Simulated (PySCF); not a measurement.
A structure optimised at r2SCAN-D4/def2-SVP, used in a PySCF frequency run:

```
Si
H 1 1.4892
C 1 1.8578 2 115.67
C 3 1.3517 1 105.59 2 115.25
H 3 1.0917 4 122.23 1 178.76
H 4 1.0963 3 124.67 5 -0.20
N 4 1.4370 6 114.38 3 179.81
C 7 1.2875 4 113.55 6 -179.52
H 8 1.0999 7 118.45 4 -179.80
Cl 1 2.0733 2 107.87 3 -130.57
```
Charge 0, spin multiplicity 1.

Write its SMILES and formula.

Cl[Si@@H]1C=CN=C1, C₃H₄ClNSi

What are its rotational constants (standard atomic weights)?

5.3555, 1.5858, 1.3962 GHz
